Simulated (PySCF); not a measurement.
Positional isomers: benzothiophene methyl+silyl. Gas-phase values, no solvent. Strings in code marks are SMILES.

The numbers are results of B3LYP-D3(BJ)/def2-TZVP // B3LYP-D3(BJ)/def2-SVP in PySCF, not measurements. All candidates: neutral, multiplicity 1. B3LYP has the VWN-RPA correlation part, as in Gaussian. Delta-SCF ions had no search for a lower state. Excitations are Tamm–Dancoff values on a coarser integration grid. The basis has no diffuse functions, so Rydberg states are missing or too high.

```json
{
 "vertical ionisation energy (Delta-SCF)": "7.83 eV",
 "HOMO–LUMO gap": "4.80 eV",
 "brightest of the four lowest singlets (TDA)": "5.51 eV"
}
```

Q: Name which member has these values.
(A) `Cc1cc2cc([SiH3])ccc2s1`
(B) `Cc1c([SiH3])ccc2ccsc12`
(C) `Cc1c([SiH3])ccc2sccc12`
(D) `Cc1cc([SiH3])cc2ccsc12`

A: B, `Cc1c([SiH3])ccc2ccsc12`. The others give `Cc1cc2cc([SiH3])ccc2s1`: 7.88 eV, 5.09 eV, 5.40 eV; `Cc1c([SiH3])ccc2sccc12`: 7.82 eV, 4.99 eV, 5.57 eV; `Cc1cc([SiH3])cc2ccsc12`: 7.90 eV, 5.06 eV, 5.58 eV
